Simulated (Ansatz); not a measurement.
**Question.** Name a neutral molecule of C, S, Si and H with LUMO energy (ωB97M-V/def2-TZVPP) between -1.00 and -0.70 eV and HOMO–LUMO gap (PBE/def2-TZVPP) between 1.40 and 1.70 eV (Ansatz, PBE0-D4/def2-TZVP geometry).

**Answer.** `C=C([SiH3])C=S` (-0.74 eV, 1.65 eV); `S=C[SiH2]S` (-0.80 eV, 1.51 eV). Other molecules can fit too; these were computed, each in one conformer that needn't be the lowest.
